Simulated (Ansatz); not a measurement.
`CN([SiH2]F)[SiH2]Cl`. Total charge 0; spin multiplicity 1. Geometry: relaxed with PBE0-D4/def2-TZVP. It is one conformer, not always the lowest.

```xyz
13

C     1.497    0.026    0.263
N     0.057    0.003   -0.020
Si   -0.509    0.685   -1.484
F    -0.260   -0.289   -2.731
Si   -0.959   -0.759    1.135
Cl   -1.010    0.321    2.889
H     2.010    0.707   -0.420
H     1.944   -0.966    0.149
H     1.688    0.378    1.280
H    -1.967    0.900   -1.377
H     0.263    1.913   -1.781
H    -0.423   -2.088    1.508
H    -2.329   -0.831    0.588
```

(1) What is the dipole moment at PBE/def2-TZVPP? (Estimate.)

(2) And with r2SCAN, B3LYP, ωB97M-V? (Estimate.)

(3) Give the Mulliken charges with PBE, B3LYP, ωB97M-V in def2-TZVPP. (Best estimate.)

Answers

(1) The calculation gave: 0.97 D, with components (0.96, 0.08, 0.10) D in this frame, pointing from negative to positive charge.

(2) Computed: r2SCAN 0.98 D, B3LYP 0.93 D, ωB97M-V 0.95 D.

(3) The calculation gave: 
```tsv
atom	PBE	B3LYP	ωB97M-V
C1	-0.22	-0.22	-0.27
N2	-0.16	-0.25	-0.29
Si3	0.48	0.57	0.49
F4	-0.28	-0.33	-0.31
Si5	0.37	0.46	0.36
Cl6	-0.23	-0.26	-0.22
H7	0.09	0.09	0.11
H8	0.11	0.12	0.14
H9	0.10	0.11	0.13
H10	-0.07	-0.08	-0.04
H11	-0.08	-0.09	-0.05
H12	-0.06	-0.07	-0.02
H13	-0.05	-0.05	-0.01
```

B3LYP here is the variant with VWN-RPA as its local correlation; programs differ in this.
